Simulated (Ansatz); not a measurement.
Species: C3H, net charge -1, singlet state. It need not be the lowest isomer of its formula. 
Geometry from a B3LYP-D3(BJ)/def2-TZVP (Ansatz, an electronic-structure program) optimisation:
SMILES: [C][C][CH-]
```xyz
4

C      0.0259     0.0114    -1.2303
C      0.0170     0.0051     0.1134
C      0.1183     0.0342     1.3865
H     -0.9666    -0.3046    -1.6171
```
Charge -1, spin multiplicity 1.

Quantity: vertical triplet-singlet gap (E(triplet) - E(singlet); each state is the SCF solution reached for its spin; the UHF <S^2> is 2.28 for the triplet (pure: 2.00); for the singlet the Hartree-Fock reference is unstable and T1 is 0.022), in kcal/mol. Cores are frozen in the correlated levels unless marked. UHF or UKS for open shells. Spin-orbit coupling is left out. Non-relativistic. Anions need diffuse functions: aug- sets have them; def2-D sets add few. CBS marks a two-point X^-3 extrapolation of the correlation energy; Hartree-Fock from the larger set. [CCSD(T)-MP2]/basis is that difference in the basis named.

| level | program | vertical triplet-singlet gap (kcal/mol) |
|---|---|---|
| HF/aug-cc-pVTZ | Ansatz | -10.3 |
| SVWN5/def2-TZVPD | Ansatz | 4.4 |

Problem. Predict the RI-MP2/CBS(aug-cc-pVTZ,aug-cc-pVQZ)+[CCSD(T)-MP2]/aug-cc-pVTZ result (Ansatz).

Solution. 9.2 kcal/mol
